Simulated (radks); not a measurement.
The table gives one normalised radial function P(r) = r R(r) of Tc2+ in [Kr] 4d5 (r in bohr). Method: scalar-relativistic Kohn-Sham, revPBE, spin-polarised, spherical densities, point nucleus; open shells are filled with parallel spins first (spin-orbit coupling, left out, can overturn this in heavy ions); computed with a radial shooting solver on a logarithmic mesh with Libxc functionals.

r	P
0.003644	0.0000
0.004208	0.0000
0.004821	0.0001
0.005568	0.0001
0.00643	0.0002
0.007426	0.0002
0.008508	0.0003
0.009826	0.0005
0.01135	0.0008
0.01311	0.0012
0.01501	0.0017
0.01734	0.0025
0.02003	0.0037
0.02313	0.0054
0.0265	0.0077
0.0306	0.0111
0.03534	0.0160
0.04081	0.0228
0.04676	0.0316
0.054	0.0441
0.06237	0.0608
0.07203	0.0824
0.08252	0.1082
0.0953	0.1416
0.1101	0.1813
0.1271	0.2263
0.1456	0.2716
0.1682	0.3192
0.1942	0.3608
0.2243	0.3897
0.257	0.3980
0.2968	0.3790
0.3428	0.3251
0.3958	0.2327
0.4535	0.1111
0.5238	-0.0478
0.6049	-0.2261
0.6986	-0.4077
0.8003	-0.5662
0.9243	-0.7026
1.067	-0.7919
1.233	-0.8264
1.412	-0.8099
1.631	-0.7494
1.884	-0.6582
2.176	-0.5505
2.492	-0.4428
2.879	-0.3304
3.324	-0.2286
3.839	-0.1452
4.399	-0.0868
5.08	-0.0454
5.867	-0.0210
6.775	-0.0084
7.762	-0.0031
8.965	-0.0009

Which n and l does it have? It may be an empty orbital.

Answer. n = 4, l = 2: the number of nodes gives n - l - 1 = 1, the rise at small r (about r^(l+1), flatter next to the nucleus through relativity) gives l, and the extent must fit the shell. The curve is that of 4d down; the table hardly tells the two spins apart. 4d down (empty): eigenvalue -19.952 eV, 1 radial node at r = 0.503 bohr, <r> = 1.64 bohr, 90 % of the charge inside 2.61 bohr.
